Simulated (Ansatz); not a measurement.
Mulliken charges of Cl$_{2}$H$_{2}$NOTa, SMILES `[NH2][Ta](=[O])([Cl])[Cl]` from B3LYP/def2-TZVPP in Ansatz (PBE0-D4/def2-TZVP geometry).

```
atom   x (Å)   y (Å)   z (Å)  charge (e)
  N1  -0.504   0.716   0.854      -0.397
 Ta2   0.364  -0.448  -0.449       0.951
  O3   1.715  -1.051   0.400      -0.378
 Cl4  -1.045  -2.177  -1.039      -0.257
 Cl5   1.052   0.774  -2.281      -0.257
  H6  -1.349   1.242   0.676       0.158
  H7  -0.172   0.876   1.793       0.181
```

Q: By hand: the dipole of these point charges (1 e Å = 4.8032 D).

A: Σ q r = (-0.348, 0.402, 0.367) e Å, of length 0.646 e Å = 3.10 D.

Q: How does the dipole of the full density compare? (Best estimate.)

A: The calculation gave: (-0.510, 0.476, 0.269) e Å, 3.59 D; the point charges give 0.86 times that, at 15° from its direction.

Point charges leave out the atoms' own dipoles, such as those of lone pairs, and Mulliken's split depends on the basis, so the close match here is no proof of good charges.

B3LYP here is the variant with VWN-RPA as its local correlation; programs differ in this.
